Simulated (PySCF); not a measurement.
C₃H₁₁NSi.

```xyz
16

Si     1.8250     0.3634     0.2357
N      0.4098    -0.6183     0.0322
C     -0.9712    -0.2145     0.2415
C     -1.1915     1.2057    -0.2576
C     -1.9053    -1.1937    -0.4552
H      1.9168     1.0643     1.5625
H      1.9380     1.4239    -0.8122
H      2.9825    -0.5730     0.1140
H      0.5540    -1.6123     0.1743
H     -1.2218    -0.2251     1.3248
H     -2.2320     1.5191    -0.0881
H     -0.5441     1.9278     0.2669
H     -0.9756     1.2751    -1.3355
H     -2.9596    -0.9298    -0.2818
H     -1.7153    -1.1956    -1.5400
H     -1.7532    -2.2194    -0.0820
```

Geometry: PBE0-D3(BJ)/def2-SVP. Other conformers were not sampled.

Level of theory: HF/pcSseg-1 (PySCF). Non-relativistic, no solvent.

Task: Give the absolute GIAO shielding of each atom: isotropic value and principal components (ppm). (The exact figures need the calculation; the answer reports its results.)

Result: 
| atom | σ(iso) | σ11 | σ22 | σ33 | span |
|---|---|---|---|---|---|
| Si1 | 450.2 | 412.8 | 436.1 | 501.8 | 89.0 |
| N2 | 242.5 | 199.6 | 239.4 | 288.6 | 89.1 |
| C3 | 151.5 | 139.7 | 145.0 | 169.8 | 30.1 |
| C4 | 167.2 | 156.4 | 158.9 | 186.3 | 29.8 |
| C5 | 162.6 | 144.4 | 154.4 | 189.1 | 44.7 |
| H6 | 27.5 | 24.2 | 25.4 | 32.9 | 8.7 |
| H7 | 27.5 | 23.9 | 26.2 | 32.5 | 8.6 |
| H8 | 27.7 | 24.3 | 25.6 | 33.1 | 8.8 |
| H9 | 32.0 | 22.2 | 30.7 | 43.1 | 20.9 |
| H10 | 29.1 | 24.9 | 27.4 | 34.9 | 9.9 |
| H11 | 30.6 | 26.1 | 28.2 | 37.6 | 11.5 |
| H12 | 30.3 | 25.5 | 29.2 | 36.2 | 10.7 |
| H13 | 30.7 | 28.0 | 28.1 | 35.9 | 8.0 |
| H14 | 30.7 | 26.2 | 28.2 | 37.8 | 11.6 |
| H15 | 30.6 | 27.4 | 28.8 | 35.7 | 8.3 |
| H16 | 30.6 | 26.3 | 28.4 | 37.1 | 10.8 |
